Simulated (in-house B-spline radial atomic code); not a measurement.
A radial electron density 4πr²n(r) was computed for an atom or ion in its tabulated ground configuration with an all-electron radial atomic-structure program (B-spline basis); method: non-relativistic BP86, spin-polarised, spherical fractional occupations. Columns: r (bohr), 4πr²n(r) (electrons per bohr), bar.

```
 0.00389   0.3719 #
 0.00465   0.5194 #
 0.00556   0.7225 ##
 0.00664   0.9975 ###
 0.00794    1.372 ####
 0.00949     1.87 #####
  0.0113    2.512 ######
  0.0136    3.396 #########
  0.0162    4.457 ###########
  0.0194    5.808 ###############
  0.0232    7.414 ###################
  0.0277    9.241 ########################
  0.0331    11.24 #############################
  0.0396    13.26 ##################################
  0.0473    15.08 #######################################
  0.0565    16.43 ##########################################
  0.0676    17.07 ############################################
  0.0808    16.78 ###########################################
  0.0966     15.6 ########################################
   0.115    13.86 ####################################
   0.138    12.01 ###############################
   0.165    10.88 ############################
   0.197    10.93 ############################
   0.236    12.24 ################################
   0.282    14.16 #####################################
   0.337    15.66 ########################################
   0.403    15.73 #########################################
   0.481    13.95 ####################################
   0.575     10.7 ############################
   0.688     7.04 ##################
   0.822    4.107 ###########
   0.982    2.423 ######
    1.17    1.809 #####
     1.4    1.651 ####
    1.68    1.424 ####
    2.01   0.9861 ###
     2.4   0.5155 #
    2.87   0.1916 
    3.43  0.04879 
    4.09 0.008388 
    4.89 0.0008668 
    5.85 4.843e-05
```

(1) Which atom or ion is it?
A. Ar4+
B. P2+
C. P3+
D. S3+

Results:

(1) C. The area under the curve, ∫4πr²n dr = ∫r·4πr²n d(ln r) on this logarithmic grid, is 12 electrons, which only this option has. The configuration is [Ne] 3s2.
